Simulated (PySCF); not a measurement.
**Converging NaSe in the basis (r²SCAN)**

PySCF, UKS reference; doublet, unpaired electrons π ↑; De to Na + Se without counterpoise correction.

```json
{"basis": "def2-SVP", "relativity": "no relativity", "functions": "47", "Re (Å)": "2.613", "ωe (cm⁻¹)": "269", "De (eV)": "2.48", "μ (D)": "-8.22"}
{"basis": "def2-SVPD", "relativity": "no relativity", "functions": "59", "Re (Å)": "2.633", "ωe (cm⁻¹)": "263", "De (eV)": "2.55", "μ (D)": "-8.73"}
{"basis": "def2-TZVPP", "relativity": "no relativity", "functions": "80", "Re (Å)": "2.614", "ωe (cm⁻¹)": "268", "De (eV)": "2.51", "μ (D)": "-8.48"}
```

Q: How does each smaller set differ from the one with most functions, def2-TZVPP?

A: def2-SVP: -0.1 pm, +0.4 % in ωe, -0.03 eV in De; def2-SVPD: +1.9 pm, -1.9 % in ωe, +0.04 eV in De. All at r²SCAN; the set with most functions is neither the basis-set limit nor always the best.

A positive dipole means Na(−)Se(+). Spin–orbit coupling is left out. The state is the lowest determinant that a PBE0 search found; another state may lie lower at other levels.
